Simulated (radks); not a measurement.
The lithium ion Li2+, 1 electrons, occupied as 1s0.5 2p0.5 (fractional occupations, a model configuration). Method: Dirac Kohn-Sham, B86b exchange with PBE correlation, spin-unpolarised, spherical densities, point nucleus; open shells are shared between the two j in proportion to 2j + 1; computed with a radial shooting solver on a logarithmic mesh with Libxc functionals.

Normalised radial functions P(r) = r R(r) (large component), r in bohr:

```
   r/bohr * 2s1/2, o 2p3/2 (the largest magnitude, 0.719, reaches the edge; | marks zero, & curves that meet)
  0.02034                             o *
  0.02713                             o  *
  0.03618                             o   *
  0.04826                             o    *
  0.06437                             o      *
  0.08654                             |o      *
   0.1154                             |o        *
    0.154                             | o         *
   0.2053                             |  o         *
   0.2739                             |    o       *
   0.3653                             |       o   *
   0.4872                             |       *   o
   0.6498                             |*               o
   0.8667                    *        |                     o
    1.156          *                  |                         o
    1.542   *                         |                          o
    2.073  *                          |                       o
    2.765         *                   |                o
    3.687                  *          |        o
    4.918                         *   |  o
    6.559                            *|o
```

2s1/2 (empty): eigenvalue -22.654 eV, 1 radial node at r = 0.669 bohr, <r> = 2.13 bohr, 90 % of the charge inside 3.26 bohr. 2p3/2: eigenvalue -21.347 eV, 0 radial nodes, <r> = 1.85 bohr, 90 % of the charge inside 2.98 bohr.
